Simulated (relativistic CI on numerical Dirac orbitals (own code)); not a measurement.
**Slater and spin-orbit integrals, Tl34+**

Calculated at this level of theory: Dirac-Coulomb-Breit CI, orbitals from a KLI potential per configuration, model QED, unscaled Slater integrals (own radial code, finite nucleus).

Slater integrals F^k, G^k are unscaled and averaged over j, outside the closed core [Ar] 3d10; ζ comes from projecting the Hamiltonian with its Breit term on Σ l·s of the shell.

- 4s2.4p6.4d10.4f: ζ(4f) = 15689 cm⁻¹; <r>(4f) = 0.3693, <r^2>(4f) = 0.1554 (bohr units).
- 4s2.4p6.4d9.4f2: ζ(4d) = 85027, F^2(4f,4f) = 285730, F^4(4f,4f) = 186870, F^6(4f,4f) = 136860, F^2(4d,4f) = 257600, F^4(4d,4f) = 167660, G^1(4d,4f) = 267870, G^3(4d,4f) = 183730, G^5(4d,4f) = 134700, ζ(4f) = 15552 cm⁻¹; <r>(4d) = 0.3909, <r^2>(4d) = 0.1748, <r>(4f) = 0.3698, <r^2>(4f) = 0.1559 (bohr units).
- 4s2.4p5.4d10.4f2: ζ(4p) = 710830, F^2(4f,4f) = 285680, F^4(4f,4f) = 186840, F^6(4f,4f) = 136840, F^2(4p,4f) = 262810, G^2(4p,4f) = 211930, G^4(4p,4f) = 154650, ζ(4f) = 15502 cm⁻¹; <r>(4p) = 0.3854, <r^2>(4p) = 0.1684, <r>(4f) = 0.3699, <r^2>(4f) = 0.1559 (bohr units).

Averages of the first 10 configurations, taken without configuration mixing, which lowers the lowest level and can move excited configurations by several eV; other configurations of the list can lie among them:

```json
{"Configuration": "4s2.4p6.4d10.4f", "Parity": "odd", "States": "14", "Average energy above the lowest level (eV)": "4.7"}
{"Configuration": "4s2.4p6.4d9.4f2", "Parity": "even", "States": "910", "Average energy above the lowest level (eV)": "258.7"}
{"Configuration": "4s2.4p6.4d10.5s", "Parity": "even", "States": "2", "Average energy above the lowest level (eV)": "247.6"}
{"Configuration": "4s2.4p5.4d10.4f2", "Parity": "odd", "States": "546", "Average energy above the lowest level (eV)": "529.0"}
{"Configuration": "4s2.4p6.4d10.5p", "Parity": "odd", "States": "6", "Average energy above the lowest level (eV)": "335.4"}
{"Configuration": "4s.4p6.4d10.4f2", "Parity": "even", "States": "182", "Average energy above the lowest level (eV)": "745.7"}
{"Configuration": "4s2.4p6.4d10.5d", "Parity": "even", "States": "10", "Average energy above the lowest level (eV)": "445.3"}
{"Configuration": "4s2.4p4.4d10.4f3", "Parity": "odd", "States": "5460", "Average energy above the lowest level (eV)": "1054.0"}
{"Configuration": "4s2.4p6.4d9.4f.5s", "Parity": "odd", "States": "280", "Average energy above the lowest level (eV)": "498.8"}
{"Configuration": "4s2.4p6.4d9.5s2", "Parity": "even", "States": "10", "Average energy above the lowest level (eV)": "752.0"}
```
